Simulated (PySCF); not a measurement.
ClH2Si, SMILES [SiH2]Cl, multiplicity 2. The structure is a stationary point at PBE-D3(BJ)/def2-TZVP. The isomer is the one that the SMILES or the coordinates give; other isomers of the formula were not compared.

Calculation: PySCF with PBE-D3(BJ)/def2-TZVP.

Harmonic wavenumbers (cm⁻¹): 529, 623, 690, 882, 2111, 2155. Rotational constants (GHz): 127.0, 6.902, 6.703; symmetry number 1.

Question: Work out the zero-point energy and the ideal-gas rigid-rotor harmonic-oscillator thermochemistry at 298.15 K and 1 atm.

Answer: ZPE = ½ Σ hcν = ½ × 6989 cm⁻¹ = 9.99 kcal/mol. H − E(el) = 12.69 kcal/mol. Entropy in cal/(mol K): translation 38.46, rotation 21.53, vibration 1.47, spin 1.38, total 62.84. G − E(el) = -6.04 kcal/mol. Cp = 11.51 cal/(mol K).
